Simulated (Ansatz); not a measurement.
Basis-set extrapolation for C$_{2}$H$_{6}$BFO (`BC(O)CF`) (PBE0-D4/def2-TZVP geometry, frozen core, Ansatz 0.2.0). Multiplicity 1, RHF reference.

```
                      def2-TZVPP   def2-QZVPP
                 HF  -278.282561  -278.295178
    MP2 correlation    -0.940514    -1.012563
CCSD(T) correlation    -1.009556      not run
```

Energies in hartree. Use E(X) = E(∞) + A·exp(−7.88·√X) for Hartree–Fock and E(X) = E(∞) + B·X^(−2.97) for correlation, with X = 3 and 4, and add CCSD(T) minus MP2 of the smaller set to the MP2 limit.

What is the CCSD(T) energy at the basis-set limit?

HF limit: -278.295178 + (-0.012617) × 0.13774 = -278.29692. MP2 limit: -1.012563 + (-0.072049) × 0.74074 = -1.06593. Higher-order term: -1.009556 − (-0.940514) = -0.06904. Total: -279.43189 hartree, 3.80 eV below CCSD(T)/def2-TZVPP.
